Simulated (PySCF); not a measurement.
# MnF from Hartree–Fock to correlated methods

State: ⁷Σ⁺ (septet), unpaired electrons σ ↑↑, π ↑↑, δ ↑↑. Set-up: PySCF, no relativity, basis sets Mn def2-TZVPP, F def2-TZVPP. De refers to Mn (3d5 4s2) + F in their high-spin ground configurations, without counterpoise correction. The functionals are run spin-unrestricted. A positive dipole means Mn(−)F(+).

| Level | Re (Å) | ωe (cm⁻¹) | De (eV) | μ (D) | CPU s a point (SCF and correlation, without the integrals) |
| --- | --- | --- | --- | --- | --- |
| UHF | 1.866 | 613 | n/a | -3.24 | 1.5 |
| UHF-MP2 | 1.841 | 613 | n/a | n/a | 2.9 |
| UHF-SCS-MP2 | 1.850 | 608 | n/a | n/a | n/a |
| PBE | 1.830 | 608 | 5.24 | -2.09 | 1.8 |
| TPSS | 1.826 | 617 | 5.17 | -2.09 | 3.8 |
| r²SCAN | 1.823 | 629 | 5.25 | -2.32 | 2.6 |
| M06-L | 1.833 | 619 | 4.47 | -2.30 | 8 |
| PBE0 | 1.829 | 621 | 4.81 | -2.57 | 3.4 |
| r²SCAN0 | 1.828 | 631 | 4.81 | -2.71 | 3.6 |
| M06 | 1.833 | 621 | 4.09 | -2.76 | 5.5 |
| ωB97X | 1.834 | 624 | 4.36 | -2.49 | 7.9 |

Question: What does a quarter of exact exchange do here, going from PBE to PBE0?

Answer: PBE0 less PBE: -0.1 pm in Re, +2.1 % in ωe, -0.43 eV in De. Exact exchange removes part of the self-interaction that spreads semilocal densities, and in most molecules shortens and stiffens the bond and lowers De; so it does here.

Correlated steps freeze 6 core orbitals. The metal atom is held in its measured ground configuration; semilocal functionals can put another filling of s and d lower by some tenths of an eV, and De to that atom would be smaller. With d or f electrons several states lie close, and the lowest PBE0 determinant need not be the measured ground state.

The whole job (state search and all levels along the bond) took about 14 min on 1 thread of Arm Neoverse V1 (shared host), peak memory 2.5 GiB.
